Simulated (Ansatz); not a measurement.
Start from `CC[NH][SnH3]` and change one atom or group to get `CCNCS`.

Ansatz, PBE0-D4/def2-TZVP geometries, multiplicity 1. Each molecule was computed in one conformer, which needn't be the lowest.

Elements past krypton have def2 core potentials.

```
                                        property  `CC[NH][SnH3]`
           HOMO–LUMO gap (B3LYP/def2-TZVPP) / eV            6.03
           HOMO energy (ωB97M-V/def2-TZVPP) / eV           -8.83
             LUMO energy (B3LYP/def2-TZVPP) / eV           -0.26
size of the dipole moment (B3LYP/def2-TZVPP) / D            0.74
         HOMO–LUMO gap (ωB97M-V/def2-TZVPP) / eV           10.20
  size of the dipole moment (PBE/def2-TZVPP) / D            0.72
```

Give the same properties after the change, and the shifts. (An estimate is asked.)

Computed: 
```
                                        property  `CCNCS`  shift
           HOMO–LUMO gap (B3LYP/def2-TZVPP) / eV     6.65   0.62
           HOMO energy (ωB97M-V/def2-TZVPP) / eV    -8.90  -0.07
             LUMO energy (B3LYP/def2-TZVPP) / eV     0.29   0.55
size of the dipole moment (B3LYP/def2-TZVPP) / D     1.84   1.10
         HOMO–LUMO gap (ωB97M-V/def2-TZVPP) / eV    11.17   0.97
  size of the dipole moment (PBE/def2-TZVPP) / D     1.82   1.10
```

With PBE0 the HOMO falls by 0.08 eV and the LUMO rises by 0.59 eV, so the gap widens by about 0.67 eV. PBE moves the HOMO by -0.04 eV and ωB97M-V by -0.07 eV. Dipoles are sizes alone; their direction can turn.

B3LYP here is the variant with VWN-RPA as its local correlation; programs differ in this.
